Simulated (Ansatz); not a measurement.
An input meant for SiHI₃ (charge 0, singlet; scaled by 1.05).

```yaml
crystal:
  periodic: [false, false, false]
  atoms:
    - {symbol: Si, position_ang: [0.000642, -0.001578, 0.167330]}
    - {symbol: H, position_ang: [0.004869, -0.013937, 1.724920]}
    - {symbol: I, position_ang: [2.440166, 0.010539, -0.638319]}
    - {symbol: I, position_ang: [-1.227216, 2.117251, -0.609211]}
    - {symbol: I, position_ang: [-1.218450, -2.112275, -0.644730]}
basis:
  gaussian: {orbitals: def2-TZVPP}
magnetization: {spin_polarized: true, initial_magnetization: 0}
hamiltonian: {xc: {name: PBE}}
correlation: {method: rpa}
outputs: {forces: true}
```

```sh
$ ansatz run in.yaml --threads 4 --pin off --events-out ev --progress --plain --max-ram 3916MiB
```

Shortened log:

```
Error: YAML parse error: error: line 14 column 1: unknown field `outputs`, expected one of crystal, accuracy, basis, kpoints, hamiltonian, magnetization, projection, total_charge, correlation, batch, efield, external_charges, scf, relax, neb, saddle, md, ramp, phonons, dielectric, real_time, elastic, magnetic_configurations, gw, evaluate, workflow, output, checkpoint, execution
12 | hamiltonian: {xc: {name: PBE}}
13 | correlation: {method: rpa}
14 | outputs: {forces: true}
```

Question: What is wrong with this run?

Answer: The input holds a key that doesn't belong there. The program refused the input.
